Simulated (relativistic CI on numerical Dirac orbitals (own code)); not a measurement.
# Transition arrays of Te¹³⁺

These numbers are calculated, not measured: Dirac-Coulomb-Breit CI, KLI orbitals optimised for each configuration, a model potential for QED, valence Slater integrals scaled by 0.9, whole transition arrays (own radial code, finite nucleus).

Configurations in the expansion (outside the closed core [Ar] 3d10 4s2): 4p6 4d3, 4p6 4d2 4f, 4p5 4d4, 4p6 4d2 5p, 4p6 4d2 5f. Levels of other configurations are missing.

All E1 lines from the levels of 4p6 4d3; mean and standard deviation are weighted by gf, and upper levels are sorted by their leading configuration.

| Upper configuration | Lines | Σgf | Mean (eV) | Mean (nm) | σ (eV) | Strongest line (nm) |
| --- | --- | --- | --- | --- | --- | --- |
| 4p6 4d2 4f | 405 | 246.4 | 104.93 | 11.815 | 2.32 | 11.779 |
| 4p5 4d4 | 2003 | 609.5 | 105.43 | 11.760 | 4.23 | 11.694 |
| 4p6 4d2 5p | 497 | 94.3 | 106.91 | 11.597 | 2.14 | 11.815 |
| 4p6 4d2 5f | 721 | 5.2 | 173.01 | 7.166 | 1.94 | 7.148 |

Σgf per state of the lower configuration in bins of 0.05 nm over the central range (centre: value): 11.18: 0.04, 11.23: 0.06, 11.28: 0.04, 11.33: 0.08, 11.38: 0.11, 11.43: 0.17, 11.48: 0.33, 11.53: 0.21, 11.58: 0.58, 11.63: 0.63, 11.68: 0.83, 11.73: 1.15, 11.78: 1.91, 11.83: 0.68, 11.88: 0.28, 11.93: 0.17, 11.98: 0.05, 12.03: 0.06, 12.08: 0.12, 12.13: 0.06, 12.18: 0.03, 12.23: 0.03, 12.28: 0.03.

(1) How do configuration mixing and the scaling of the Slater integrals move the arrays?

Answers

(1) Slater scale 0.9, no configuration mixing: 4p6 4d2 4f 96.0 ± 4.0 eV (Σgf 339.6), 4p5 4d4 97.8 ± 7.6 eV (Σgf 483.1), 4p6 4d2 5p 109.1 ± 2.0 eV (Σgf 50.2), 4p6 4d2 5f 172.6 ± 2.1 eV (Σgf 14.1); Slater scale 1: 4p6 4d2 4f 107.1 ± 2.2 eV (Σgf 273.0), 4p5 4d4 107.4 ± 4.6 eV (Σgf 519.9), 4p6 4d2 5p 107.9 ± 1.9 eV (Σgf 175.3), 4p6 4d2 5f 173.1 ± 2.1 eV (Σgf 4.7); Slater scale 0.8: 4p6 4d2 4f 103.0 ± 2.2 eV (Σgf 248.4), 4p5 4d4 103.4 ± 4.2 eV (Σgf 637.2), 4p6 4d2 5p 107.5 ± 2.5 eV (Σgf 46.7), 4p6 4d2 5f 172.9 ± 1.8 eV (Σgf 5.8). With mixing, levels are counted to their leading configuration, so an array can shrink or vanish into another, and the sums then hold other lines.
